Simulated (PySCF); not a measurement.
Si(Cl)2(Et)(Vi), SMILES [Si](C=C)(CC)(Cl)Cl, GFN2-xTB optimised geometry.

```
15

C      2.13    -0.86     0.91
C      1.36    -0.28     0.00
Si    -0.53    -0.28     0.00
Cl    -1.16     1.65     0.00
Cl    -1.17    -1.16    -1.72
C     -1.28    -1.19     1.50
C     -2.81    -1.18     1.51
H      1.72    -1.39     1.75
H      3.21    -0.82     0.85
H      1.84     0.25    -0.82
H     -0.92    -0.74     2.42
H     -0.94    -2.23     1.50
H     -3.21    -1.65     0.62
H     -3.19    -1.71     2.38
H     -3.19    -0.16     1.55
```

Density from PBE0/def2-TZVP in PySCF at that geometry.

Minimum of the electron density along straight lines between bonded atoms, close to the bond critical point (lines longer than 1.1 times the sum of covalent radii, or with two minima, are not listed):

```
bond     length / Å  ρ at the minimum / e bohr⁻³  ∇²ρ there / e bohr⁻⁵  position (fraction from the first atom)
-------  ----------  ---------------------------  --------------------  ---------------------------------------
C1–C2         1.324                        0.355                 -1.09                                     0.50
C2–Si3        1.887                        0.122                  0.16                                     0.61
Si3–Cl4       2.034                        0.103                  0.25                                     0.36
Si3–Cl5       2.034                        0.103                  0.25                                     0.36
Si3–C6        1.909                        0.122                  0.11                                     0.39
C6–C7         1.529                        0.239                 -0.57                                     0.51
C1–H8         1.077                        0.289                 -1.04                                     0.65
C1–H9         1.079                        0.288                 -1.04                                     0.65
C2–H10        1.084                        0.282                 -0.99                                     0.65
C6–H11        1.091                        0.275                 -0.92                                     0.64
C6–H12        1.091                        0.275                 -0.92                                     0.64
C7–H13        1.087                        0.281                 -0.97                                     0.64
C7–H14        1.088                        0.279                 -0.96                                     0.64
C7–H15        1.087                        0.281                 -0.97                                     0.64
```
